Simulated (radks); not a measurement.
Values are calculated unless marked as measured or tabulated.
Polarisability of the promethium ion Pm+, [Xe] 4f5 6s1, at imaginary frequency. Level of theory: scalar-relativistic Kohn-Sham, LDA (Slater exchange, Perdew-Wang correlation), spin-polarised, spherical densities, finite nucleus; open shells are filled with parallel spins first (spin-orbit coupling, left out, can overturn this in heavy ions); Fermi nuclear charge, rms radius 4.962 fm (a radial shooting solver on a logarithmic mesh with Libxc functionals). Response by self-consistent Sternheimer equations with the Hartree and adiabatic LDA kernel, the relativistic mass of each level held fixed and spin-orbit coupling left out.

w (hartree)  alpha1(iw) (bohr^3)
0.00266                    79.19
0.0143                     78.29
0.0360                     73.63
0.0697                     62.00
0.118                      45.14
0.186                      29.63
0.280                      19.10
0.413                      12.78
0.605                      8.851
0.892                      6.051
1.35                       3.847
2.12                       2.169
3.59                       1.045
6.94                      0.3936
17.5                     0.08811

Static values: alpha1 = 79.23 bohr^3 (11.74 angstrom^3; uncoupled 127.1). C6 = 714.2, triple-dipole C9 = 38750 atomic units. One-pole (London) frequency 4 C6 / (3 alpha1^2) = 0.152 hartree, against 0.327 for minus the highest occupied eigenvalue.
